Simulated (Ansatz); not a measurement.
Reaction (cleavage of the Si–B bond): `B[SiH2]O` + `C=C[SiH2]N` → `C=C[SiH2]N[SiH2]O` + BH₃

Program: Ansatz. Geometries: PBE0-D4/def2-TZVP. ΔE: electronic, gas phase. CBS: MP2 limit from def2 TZ/QZ plus the TZ coupled-cluster correction, frozen cores. This one scheme is used for every species. One conformer a species, not always the lowest.

`B[SiH2]O`:

Z-matrix (Å, degrees):
```
Si
O 1 1.655
B 1 2.005 2 116.3
H 1 1.500 2 111.2 3 -120.2
H 1 1.486 2 105.1 3 123.8
H 2 0.958 1 117.3 3 44.7
H 3 1.197 1 119.0 2 169.2
H 3 1.197 1 124.0 2 -13.6
```

`C=C[SiH2]N`:

```xyz
11

C    -0.307   -0.752   -1.582
C    -0.793    0.275   -0.891
Si   -0.171    0.748    0.802
N     1.089   -0.244    1.411
H    -0.675   -1.020   -2.569
H     0.491   -1.373   -1.182
H    -1.593    0.864   -1.341
H    -1.310    0.678    1.758
H     0.333    2.147    0.744
H     2.033   -0.159    1.075
H     0.904   -1.163    1.775
```

`C=C[SiH2]N[SiH2]O`:

Z-matrix (Å, degrees):
```
Si
C 1 1.864
N 1 1.729 2 112.1
H 1 1.487 2 106.5 3 121.7
H 1 1.488 2 109.9 3 -118.7
C 2 1.332 1 122.7 3 -113.8
H 2 1.090 1 119.3 3 65.8
Si 3 1.723 1 126.3 2 66.2
H 3 1.009 1 116.4 2 -108.6
H 6 1.087 2 121.4 1 -0.4
H 6 1.087 2 122.5 1 179.9
O 8 1.642 3 108.6 1 -23.5
H 8 1.483 3 114.2 1 92.1
H 8 1.490 3 107.3 1 -146.9
H 12 0.961 8 117.0 3 -41.2
```

BH₃:

Z-matrix (Å, degrees):
```
B
H 1 1.193
H 1 1.193 2 120.0
H 1 1.193 2 120.0 3 180.0
```

```tsv
species	CCSD(T)/CBS(def2) energy (Eh)
`B[SiH2]O`	-392.05150
`C=C[SiH2]N`	-424.10479
`C=C[SiH2]N[SiH2]O`	-789.64304
BH₃	-26.55200
```

Q: Work out ΔE.

A: ΔE = (-789.64304) + (-26.55200) − (-392.05150) − (-424.10479) = -0.03875 Eh = -101.7 kJ/mol.

Largest T1 diagnostic among the species: 0.012.

The D4 term adds −12.3 kJ/mol with B3LYP and −7.2 kJ/mol with PBE0; it sums over pairs of atoms, weighted by their polarisabilities, and B3LYP, whose exchange is more repulsive, gets the larger term. From PBE to PBE0 (25 % exact exchange), in def2-TZVPP and without D4, ΔE moves by −8.4 kJ/mol.

B3LYP here is the variant with VWN-RPA as its local correlation; programs differ in this.
